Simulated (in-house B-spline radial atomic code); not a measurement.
The numbers below are computed, except where a source is named.
**Softness against transferability: the 5s channel of Sn**

Sn, [Kr] 4d10 5s2 5p2, non-relativistic PBE, spherical and spin-unpolarised, from a B-spline radial code for spherical atoms (atomic units). The all-electron 5s level is ε = -0.360522 hartree, its outermost node lies just inside 1.04 bohr and its outer maximum at 2.10 bohr.

Troullier-Martins pseudo-orbitals are made for several radii. The cutoffs (hartree) are the plane-wave energies beyond which the orbital holds less than the named kinetic energy per electron. The phase error is the difference, pseudo minus all-electron, of arctan(R P'/P) at R = 3.23 bohr for all radii, half a hartree below and above the level.

```csv
r_c (bohr),V_l(0) (hartree),cutoff for 10 mEh,for 1 mEh,for 0.1 mEh,phase error at ε − 0.5 (mrad),at ε + 0.5 (mrad)
1.57,-5.63,12.5,26.2,68.2,-1.3,-14.2
1.82,0.68,3.81,11.9,25.1,-0.6,-4.0
2.1,2.37,3.81,10.8,19,-0.5,-2.9
2.37,1.51,3.48,9.86,17.5,-0.8,-4.6
2.64,0.68,3.08,8.16,11.7,-1.6,-9.7
2.93,0.14,2.51,6.34,9.33,-3.6,-20.7
```

(1) Which radius needs the lowest cutoff for 0.1 mEh while both phase errors stay within 9.8 mrad?

(2) What does the larger radius buy, and what does it cost?

Answers

(1) The radii within that limit are 1.82, 2.1, 2.37, 2.64 bohr; of these r_c = 2.64 needs the least, 11.7 hartree, that is 23.4 Ry or 318 eV.

(2) From r_c = 1.57 to 2.93 bohr the cutoff for 1 mEh goes from 26.2 to 6.34 hartree, a factor of 4.13, against 3.48 for a pure 1/r_c² scaling, end to end; step by step it is 26.2, 11.9, 10.8, 9.86, 8.16, 6.34, and for 0.1 mEh 68.2, 25.1, 19, 17.5, 11.7, 9.33; the number of plane waves goes as the cutoff to the power 3/2, here a factor of 8.4. The larger of the two phase errors is least at r_c = 2.1 bohr, 2.9 mrad; it is 14.2 at the smallest radius and 20.7 at the largest. These errors test the reference atom alone. The smallest radius lies well inside the outer maximum, where the nodeless form must bend sharply to keep the norm, so it is both harder and scatters less well than the next. Large radii also let the cores of neighbours overlap, which an atom doesn't show.
